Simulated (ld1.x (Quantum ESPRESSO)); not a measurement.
**Varying the TM potential for Sc**

Base potential:

* Element: scandium
* Generator: ld1.x (Quantum ESPRESSO) 7.5
* Type: norm-conserving Troullier–Martins (Kleinman–Bylander form)
* Functional: PBE
* Relativity: fully relativistic
* Frozen core: [Ne]
* Valence charge: 11
* Reference configuration: 3s2 3p6 3d1 4s0 4p0 (charge +2)
* Partial waves: 3s (bound): rc 1.60 bohr; 3p (bound): rc 1.35 bohr; 3d (bound): rc 1.45 bohr
* Local potential: the d channel
* Core correction: none

Open shells are filled in proportion to 2j + 1 (rel_dist='average').

All-electron outer shells of the reference configuration (PBE, scalar-relativistic, ld1.x):

| shell | level (eV) | outermost node (bohr) | outermost maximum (bohr) |
| --- | --- | --- | --- |
| 2p | -403.75 | – | 0.23 |
| 3s | -70.40 | 0.42 | 0.92 |
| 3p | -48.95 | 0.39 | 0.97 |
| 3d | -17.91 | – | 1.08 |
| 4s | -15.89 | 1.31 | 2.73 |
| 4p | -11.75 | 1.45 | 3.22 |

Cutoffs, loose and tight: the cutoffs (Ry, on a coarse ladder) from which the occupation-weighted sum of valence levels, in a spherical-Bessel basis at the reference potential, stays within 10 and 1 mRy of its value at 400 Ry. They do not see the model core or the augmentation charge, which bear on the density cutoff. Test errors are all-electron minus pseudo excitation energies from the reference, over the configurations 3s2 3p6 3d1 4s2 4p0; 3s2 3p6 3d1 4s1 4p0; 3s2 3p6 3d0 4s0 4p0; 3s2 3p6 3d1 4s0 4p1; 3s2 3p6 3d1.5 4s1.5 4p0; 3s2 3p6 3d1 4s0 4p2; 3s2 3p6 3d1 4s1.5 4p0. A dash means not determined; rows that change the core or the reference have their own tests. The largest error is taken over the tests solved by every variant that gives reliable tests at all: 3s2 3p6 3d0 4s0 4p0; 3s2 3p6 3d1 4s0 4p1; 3s2 3p6 3d1 4s0 4p2.

Cutoffs are not given where the Bessel-basis levels miss the radial ones by over 6 mRy, ghosts where they miss by over 20 mRy; a channel whose overlap is not positive is not tested.

| change | outcome | cutoff, loose | cutoff, tight | bound ghosts | largest test error (meV) |
| --- | --- | --- | --- | --- | --- |
| base | generated | – | – | not determined | +30 |
| wave 3d (bound): rc 1.45 bohr becomes 3d (bound): rc 0.98 bohr | generated | – | – | not determined | +53 |
| wave 3d (bound): rc 1.45 bohr becomes 3d (bound): rc 1.24 bohr | generated | – | – | not determined | +28 |
| wave 3d (bound): rc 1.45 bohr becomes 3d (bound): rc 1.48 bohr | generated | – | – | not determined | +30 |
| wave 3d (bound): rc 1.45 bohr becomes 3d (bound): rc 1.64 bohr | generated | – | – | none | -53 |
| wave 3d (bound): rc 1.45 bohr becomes 3d (bound): rc 1.98 bohr | generated | 55 Ry | 80 Ry | none | -150 |
| wave 3d (bound): rc 1.45 bohr becomes 3d (bound): rc 2.08 bohr | generated | 50 Ry | 80 Ry | none | -191 |
